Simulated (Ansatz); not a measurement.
`[CH3][Sn][F]` + HBr → `[F][Sn][Br]` + CH₄ at 600 K and 1 bar (ligand exchange at the Sn–C bond).

Gas-phase electronic energies from Ansatz, PBE0-D4/def2-TZVP geometries. CCSD(T)/CBS adds triple-zeta CCSD(T) − MP2 to the extrapolated MP2 energy (def2 sets, frozen cores). This one scheme is used for every species. Elements past krypton have def2 core potentials. For Br, Sn outer-core shells are correlated without core-valence functions, which leaves a few kJ/mol of doubt a bond. Scalar relativity is left out up to krypton.

```json
{"species": "`[CH3][Sn][F]`", "CCSD(T)/CBS energy (Eh)": "-353.71142", "H − E (kJ/mol)": "134.9", "S (J/(mol·K))": "370.6"}
{"species": "HBr", "CCSD(T)/CBS energy (Eh)": "-2573.91920", "H − E (kJ/mol)": "33.5", "S (J/(mol·K))": "219.1"}
{"species": "`[F][Sn][Br]`", "CCSD(T)/CBS energy (Eh)": "-2887.23951", "H − E (kJ/mol)": "35.9", "S (J/(mol·K))": "350.0"}
{"species": "CH₄", "CCSD(T)/CBS energy (Eh)": "-40.46206", "H − E (kJ/mol)": "140.4", "S (J/(mol·K))": "215.7"}
```

H − E and S are ideal-gas, rigid-rotor, harmonic terms from PBE0-D4/def2-TZVP. 1 Eh = 2625.50 kJ/mol, R = 8.31446 J/(mol·K).

By hand: ΔE, ΔH, ΔS and ΔG.

ΔE = (-2887.23951) + (-40.46206) − (-353.71142) − (-2573.91920) = -0.07095 Eh = -186.3 kJ/mol. Δ(H − E) = 35.9 + 140.4 − 134.9 − 33.5 = 7.9, so ΔH = -178.4 kJ/mol. ΔS = 350.0 + 215.7 − 370.6 − 219.1 = -24.0 J/(mol·K). ΔG = -178.4 − 600 × (-24.0)/1000 = -164.0 kJ/mol.

By hand: the equilibrium constant, and the temperature at which ΔG would vanish if ΔH and ΔS stayed fixed.

log₁₀ K = −ΔG/(RT ln 10) = 14.3. ΔG = 0 at ΔH/ΔS = 7433 K, far beyond where these terms or the molecules hold.

ΔH outweighs TΔS. A doubt of 5 kJ/mol in ΔE shifts log₁₀ K by 0.4 here. Modes under 60 cm⁻¹, often nearly free rotors, make the harmonic entropy too high. These are equilibria of isolated gas molecules and say nothing of rates. Largest T1 diagnostic: 0.015 (customary marks: 0.02 for closed shells, 0.045 for open ones).
